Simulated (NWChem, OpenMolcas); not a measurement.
SnNH2F: a line through the functionals

SnNH2F: 5 atoms, total charge 0, spin state singlet. SMILES: `[NH2][Sn][F]`. Geometry: relaxed at PBE0-D4/def2-TZVP. This is one conformer, not always the lowest.

The electronic atomisation energy y, in eV, basis def2-SVP with a core potential; a is the functional's share of exact exchange. Programs: NWChem 7.3.0, OpenMolcas 26.06.

```
functional     program     a  y (eV)
    r2SCAN  OpenMolcas     0   16.08
      BLYP  OpenMolcas     0   16.50
     B3LYP  OpenMolcas   0.2   16.15
      PBE0      NWChem  0.25       ?
     BHLYP  OpenMolcas   0.5   15.18
```

Q: Fit y = c + s·a to the known rows and predict PBE0.

A: 
1. Means of the 4 rows: a = 0.1750, y = 15.977.
2. Σ(Δa)² = 0.1675, Σ(Δa·Δy) = -0.36425, so the slope is -0.36425/0.1675 = -2.1746.
3. Intercept: 15.977 − (-2.1746) × 0.1750 = 16.358. The largest residual of the fit is 0.28.
4. PBE0: 16.358 + (-2.1746) × 0.25 = 15.81 eV.

The run gave 15.91 eV, so the prediction is off by -0.10 eV, within the largest residual. The rows mix families of semi-local functionals, which the line can't see. Spin-orbit coupling is left out.
